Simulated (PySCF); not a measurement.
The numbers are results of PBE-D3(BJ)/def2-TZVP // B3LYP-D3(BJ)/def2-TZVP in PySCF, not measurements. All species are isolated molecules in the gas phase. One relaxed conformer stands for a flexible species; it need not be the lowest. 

Reference species (SMILES): `[SiH2]=CO[SiH3]` (Si–C–O–Si torsion 0°) (neutral, multiplicity 1).

- HOMO = -5.00 eV
- S1 oscillator strength = 0.001
- LUMO = -1.81 eV

After one change: the HOMO decreases by 0.25 eV; the S1 oscillator strength is nearly the same; the LUMO drops by 1.28 eV.

Question: Which change was made? The new species is one of these.
A) `C=[SiH]O[SiH3]` (C–Si–O–Si torsion 1°)
B) `OC[SiH]=[SiH2]` (H–O–C–Si torsion -173°, O–C–Si–Si torsion -106°)
C) `[SiH3][C@@H]1O[SiH2]1`
D) `O=C([SiH3])[SiH3]`

Answer: D, `O=C([SiH3])[SiH3]`
